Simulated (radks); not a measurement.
The numbers below are computed, except where a source is named.
Q: The lead ion Pb5+, configuration [Xe] 4f14 5d9 (the NIST ground configuration). Code: a radial shooting solver on a logarithmic mesh with Libxc functionals. Model: scalar-relativistic Kohn-Sham, r2SCAN, spin-polarised, spherical densities, finite nucleus; open shells are filled with parallel spins first (spin-orbit coupling, left out, can overturn this in heavy ions); meta-GGA in the generalised Kohn-Sham scheme; Fermi nuclear charge, rms radius 5.5012 fm. Some entries of the table are withheld. Estimate them.

orbital,occ.,eigenvalue (eV),r(max) (bohr),<r> (bohr)
1s down,1,-88243.07,0.009845,0.01606
1s up,1,-88243.06,0.009845,0.01606
2s up,1,-15863.65,0.05714,0.06760
2s down,1,-15863.48,0.05714,0.06760
2p up,3,-13617.17,0.04761,0.06144
2p down,3,-13617.03,0.04761,0.06144
3s up,1,-3865.767,0.1610,0.1744
3s down,1,-3865.739,0.1610,0.1744
3p up,3,-3218.831,0.1612,0.1763
3p down,3,-3218.789,0.1612,0.1763
3d up,5,-2556.611,0.1315,0.1600
3d down,5,-2556.505,0.1315,0.1600
4s up,1,-928.7712,0.3623,0.3841
4s down,1,-928.6394,0.3623,0.3842
4p up,3,-715.8168,0.3821,0.4095
4p down,3,-715.7071,0.3821,0.4095
4d up,5,-467.7678,0.3883,0.4307
4d down,5,-467.6357,0.3883,0.4307
5s up,1,-206.4950,0.7899,0.8541
5s down,1,-205.6788,0.7888,0.8530
4f up,7,-194.4250,0.3507,0.4536
4f down,7,-194.2491,0.3507,0.4532
5p up,3,-147.2550,(1),0.9697
5p down,3,-146.2751,(2),0.9686
5d up,5,-79.0616,1.053,1.219
5d down,4,-78.0100,1.053,1.220

A: 
(1) 5p up r(max) (bohr): 0.8806
(2) 5p down r(max) (bohr): 0.8794
